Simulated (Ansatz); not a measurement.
`C[NH][GeH]([F])[Cl]` → `[F][Ge][Cl]` + CH₃NH₂ at 600 K and 1 bar (germylene formation by 1,1-elimination).

Calculated with Ansatz (gas phase, PBE0-D4/def2-TZVP geometries, no zero-point term in ΔE). CCSD(T)/CBS is the MP2 limit (def2-TZVPP, def2-QZVPP) plus CCSD(T) − MP2 in def2-TZVPP, frozen cores. For Ge outer-core shells are correlated without core-valence functions, which leaves a few kJ/mol of doubt a bond. Scalar relativity is left out up to krypton. Each species was taken in one conformer, which may not be the lowest.

```tsv
species	CCSD(T)/CBS energy (Eh)	H − E (kJ/mol)	S (J/(mol·K))
`C[NH][GeH]([F])[Cl]`	-2731.53480	236.5	459.3
`[F][Ge][Cl]`	-2635.75718	36.5	326.6
CH₃NH₂	-95.75281	199.3	283.8
```

H − E and S are ideal-gas, rigid-rotor, harmonic terms from PBE0-D4/def2-TZVP, for one conformer and one mirror image of each species. 1 Eh = 2625.50 kJ/mol, R = 8.31446 J/(mol·K).

Question: By hand: ΔE, ΔH, ΔS and ΔG.

Answer: ΔE = (-2635.75718) + (-95.75281) − (-2731.53480) = 0.02481 Eh = 65.1 kJ/mol. Δ(H − E) = 36.5 + 199.3 − 236.5 = -0.7, so ΔH = 64.4 kJ/mol. ΔS = 326.6 + 283.8 − 459.3 = 151.1 J/(mol·K). ΔG = 64.4 − 600 × (151.1)/1000 = -26.3 kJ/mol.

Question: By hand: the equilibrium constant, and the temperature at which ΔG would vanish if ΔH and ΔS stayed fixed.

Answer: log₁₀ K = −ΔG/(RT ln 10) = 2.3. ΔG = 0 at ΔH/ΔS = 426 K.

The number of gas molecules changes by +1, which sets the sign of ΔS. A doubt of 5 kJ/mol in ΔE shifts log₁₀ K by 0.4 here. Other conformers and mirror images would add mixing entropy, several J/(mol·K) or more a flexible species. Modes under 60 cm⁻¹, often nearly free rotors, make the harmonic entropy too high. These are equilibria of isolated gas molecules and say nothing of rates. Largest T1 diagnostic: 0.014 (customary marks: 0.02 for closed shells, 0.045 for open ones).
